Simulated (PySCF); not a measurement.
F₃OSi, SMILES [O][Si](F)(F)F (connectivity only; charge and spin as stated), charge -1, multiplicity 1. Atoms are numbered in the order given.

```xyz
5

O      0.0000     0.0000     1.7250
Si     0.0000     0.0000     0.1759
F      1.2627     0.7290    -0.6023
F     -1.2627     0.7290    -0.6023
F      0.0000    -1.4580    -0.6023
```
Charge -1, spin multiplicity 1.

Geometry: PBE0-D3(BJ)/def2-SVPD. The multiplicity is an assumed one; other spin states were not compared. The isomer is the one that the SMILES or the coordinates give; other isomers of the formula were not compared.

The numbers are results of PySCF with PBE0-D3(BJ)/def2-SVPD, not measurements.

Frequencies are harmonic and unscaled.

Modes within 1.5 cm⁻¹ of each other (mostly degenerate sets) share a row, with their intensities summed.

Computed normal modes with their intensities:
```csv
mode,ν (cm⁻¹),IR (km/mol),Raman (Å⁴/amu),depolarisation,moving atoms (share of kinetic energy)
1–2,255,2.2,0.8,0.75,"F 81 %, O 19 %"
3,380,25.2,0.5,0.72,"F 68 %, Si 19 %, O 13 %"
4–5,383,88.6,2.4,0.75,"F 51 %, O 27 %, Si 22 %"
6,725,35.8,11.7,0.01,"F 74 %, O 18 %"
7–8,821,441.8,2.5,0.75,"F 50 %, Si 50 %"
9,1196,296.4,19.0,0.03,"O 52 %, Si 45 %"
```
